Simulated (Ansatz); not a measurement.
Ansatz (a quantum-chemistry and plane-wave program) input (MP2/cc-pV(T+d)Z): A basis named .json is the Basis Set Exchange file of that set (core-valence sets with the plain set on hydrogen).

Ansatz 0.2 input:
```yaml
crystal:
  periodic: [false, false, false]
  atoms:
    - {symbol: F, position_ang: [-1.46765236, -0.29091169, 0.03213502]}
    - {symbol: C, position_ang: [-0.59791644, 0.67053518, -0.01923397]}
    - {symbol: Cl, position_ang: [0.98802176, -0.08264740, -0.01022420]}
basis:
  gaussian:
    orbitals: cc-pV_T+d_Z.json
magnetization: {spin_polarized: false}
correlation: {method: mp2, electrons: outside_noble_gas}
output: {forces: true}
```

Output:

```
Functional definition: HF
integrals: 0.05 GiB planned
613 factors; integrals over basis functions are off by at most 7.0e-4 eV
mean field: 0.22 GiB planned
mean field evaluation 1: about -16237.6064 eV, gradient 2.5e1 eV
mean field evaluation 2: about -16237.6124 eV, gradient 2.5e1 eV
mean field evaluation 4: about -16239.0486 eV, gradient 2.9e0 eV
mean field evaluation 8: about -16239.1135 eV, gradient 1.5e-1 eV
mean field -16239.11369540 eV, -596.7764210392 hartree, gradient 7.7e-6 eV, S^2 0.000000; 0 other end points of the search recorded, 0 dependent functions left out; unrestricted orbitals would lower it
mean field evaluation 16: about -16239.2057 eV, gradient 7.4e-2 eV
7 core orbitals not correlated
reference -16239.11369540 eV, -596.7764210392 hartree; 9, 9 occupied and 83, 83 virtual orbitals, 613 factors
densities: 0.15 GiB planned
second order -15.63348988 eV of doubles, -0.00000000 eV of singles
the calculation of the forces begins
Total energy: -16254.74718528 eV, -597.3509411955 hartree
Atom 0 at    -1.467652    -0.290912     0.032135 Å, force     0.191009     0.164285    -0.009362 eV/Å
Atom 1 at    -0.597916     0.670535    -0.019234 Å, force     0.159254    -0.304928     0.010298 eV/Å
Atom 2 at     0.988022    -0.082647    -0.010224 Å, force    -0.350262     0.140643    -0.000937 eV/Å
Dipole moment:     0.012620    -0.159951     0.006379 e Å
```
